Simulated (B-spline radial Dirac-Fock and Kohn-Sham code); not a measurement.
## 4s photoionisation of Ge²⁺ near threshold

System: germanium as Ge²⁺, [Ar] 3d10 4s2. The computed 4s threshold is 32.19 eV; without correlation, outer thresholds are uncertain by 1 to 2 eV.

Input file task.json (cfg lists n, l and occupation; rrms is the nuclear radius in fm):

```json
{"items": [{
  "Z": 32,
  "q": 2,
  "cfg": [[1, 0, 2], [2, 0, 2], [2, 1, 6], [3, 0, 2], [3, 1, 6], [3, 2, 10], [4, 0, 2]],
  "A": 74,
  "rrms": 4.0742,
  "do": ["binding", "quiet", "photo", "scan"],
  "hv": [40.81, 81.2, 150, 600, 624.0, 1253.6, 2810.0, 2984.4, 3540.0, 9480.0, 14100.0, 16800.0, 22162.9, 62100.0, 100000, 150000]
}]}
```

Run with: `python xray_run.py task.json out`

Level of theory: the independent-particle Dirac-Slater model, thresholds from Dirac-Fock; a radial B-spline solver. Interchannel coupling and autoionising resonances are not included, so magnitudes near threshold are approximate.

Question: How do σ and β run from threshold to 400 eV kinetic energy?

Answer: The cross section shows no minimum in this range. Its largest value, 0.158 Mb, lies 34 eV above threshold. β ranges from 1.88 (at 1.5 eV) to 2.00.

```csv
kinetic energy (eV),σ (Mb),β
1.5,0.0350,1.88
1.9,0.0378,1.89
2.3,0.0414,1.90
2.9,0.0459,1.91
3.7,0.0516,1.93
4.6,0.0585,1.94
5.7,0.0670,1.95
7.2,0.0773,1.96
9.0,0.0892,1.97
11.2,0.102,1.97
14.0,0.116,1.98
17.5,0.130,1.98
21.9,0.145,1.99
27.4,0.154,1.99
34.2,0.158,1.99
42.8,0.156,1.99
53.5,0.148,1.99
66.9,0.134,2.00
83.7,0.116,2.00
104.7,0.0947,2.00
130.9,0.0732,2.00
163.6,0.0541,2.00
204.6,0.0390,2.00
255.8,0.0280,2.00
319.9,0.0202,2.00
400.0,0.0150,2.00
```
